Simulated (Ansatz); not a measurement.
Isolated molecules relaxed with PBE0-D4/def2-TZVP in Ansatz; ΔE leaves out vibrations. CCSD(T)/CBS adds triple-zeta CCSD(T) − MP2 to the extrapolated MP2 energy (def2 sets, frozen cores). This one scheme is used for every species. Functionals use def2-TZVPP. One conformer a species, not always the lowest.

`O[SiH2]P[SiH3]` + `CO[SiH](O)O` → `CO[SiH](O)O[SiH2]O` + `[SiH3]P`  (cleavage of the Si–P bond)

**Question.** Is it downhill or uphill in electronic energy at CCSD(T)/CBS, and by how much? (Best estimate.)

**Answer.** The calculation gave: Downhill: ΔE = -103.4 kJ/mol.

**Question.** What do these levels give: ωB97X-V, PBE, PBE0, HF/def2-TZVPP, HF/def2-QZVPP, MP2/CBS(def2)? (An estimate is asked.)

**Answer.** Ansatz gave: ωB97X-V -103.1, PBE -81.6, PBE0 -89.0, HF/def2-TZVPP -127.5, HF/def2-QZVPP -129.8, MP2/CBS(def2) -101.0 kJ/mol.

Largest T1 diagnostic among the species: 0.013.

In def2-TZVPP, CCSD(T) changes the Hartree–Fock value by +21.4 kJ/mol (the triples alone add +4.1 kJ/mol) and MP2 by +23.8 kJ/mol. From PBE to PBE0 (25 % exact exchange), in def2-TZVPP and without D4, ΔE moves by −7.4 kJ/mol.
